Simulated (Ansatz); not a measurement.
Q: Name a neutral molecule of Cl, Hf, O, Si and H with HOMO–LUMO gap (PBE/def2-TZVPP) between 5.40 and 5.70 eV and LUMO energy (PBE0/def2-TZVPP) between -1.75 and -1.45 eV (Ansatz, PBE0-D4/def2-TZVP geometry).

A: `[SiH3][O][Hf]([Cl])([Cl])[Cl]` (5.62 eV, -1.53 eV). Other molecules can fit too; these were computed, each in one conformer that needn't be the lowest.
